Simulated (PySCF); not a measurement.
A species of formula C7H7F has this rotational fingerprint, computed with B3LYP/def2-SVPD in PySCF (dipole) on a GFN2-xTB geometry, gas phase:

- Rotational constants: A = 3266, B = 2203, C = 1327 MHz
- Dipole components: |μa| = 0.91 D, |μb| = 0.98 D, |μc| = 0.02 D
- Inertial defect: -3.12 u·Å²
- κ: -0.10

Question: Which candidate fits, each taken in the one conformer that was computed?
A. `[CH2:1]=[CH:2][C:3]1=[CH:4][CH:5]=[CH:6][C@@H:7]1[F:8]` with C1–C2–C3–C4 -178°
B. `CC1=CC=CC=C1F`

Answer: B. It is Cc1ccccc1F, an asymmetric top. The candidates at the same level (rigid rotor, commonest isotopes):

```csv
SMILES,A (MHz),B (MHz),C (MHz),μa (D),μb (D),μc (D),Δ (u·Å²),point group,rotor
C=CC1=CC=C[C@@H]1F,3564,1925,1304,0.74,1.45,0.88,-16.87,C1,asymmetric top
Cc1ccccc1F,3266,2203,1327,0.91,0.98,0.02,-3.12,near Cs,asymmetric top
```

`C=CC1=CC=C[C@@H]1F` has B 13 % too low. No structure here is proved a minimum.
